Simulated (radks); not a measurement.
Spherical quantum dot in the effective-mass picture: electrons in a parabolic well V = omega^2 r^2 / 2 with omega = 4.99, with a point charge +1 (a donor) at the centre, all in effective atomic units (hartree* = m*/eps^2 hartree, bohr* = eps/m* bohr), one dielectric constant everywhere. Method: non-relativistic Kohn-Sham, PBE, spin-polarised, spherical densities; computed with a radial shooting solver with Libxc functionals. Levels are named by radial order and angular momentum (1s, 1p, 1d, 2s, ...), and open shells are averaged over m.

N = 6, configuration 1s2 1p(up 3, down 1). This is the lowest configuration that the search found. Occupied and some empty levels:

level    occupation  eigenvalue (hartree*)  <r> (bohr*)
1s up             1                 12.741       0.5071
1s down           1                 12.933       0.5041
1p up             3                 17.623       0.6996
1p down           1                 17.860       0.7006
2s up             0                 21.875       0.7647
2s down           0                 22.015       0.7679
1d up             0                 22.250       0.8370
1d down           0                 22.470       0.8400
1f up             0                 26.909       0.9516
1f down           0                 27.094       0.9553

Energy (hartree*): total 72.8189, kinetic 30.563, external 22.885, Hartree 25.393, exchange-correlation -6.0221.

Electron density:

r (bohr*)  n(r) (e/bohr*^3)
0.0955                4.969
0.198                 4.345
0.301                 3.879
0.403                 3.381
0.506                 2.767
0.608                 2.073
0.711                 1.399
0.813                0.8436
0.916                0.4532
1.02                 0.2170
1.12                0.09224
1.22                0.03529
1.33                0.01189
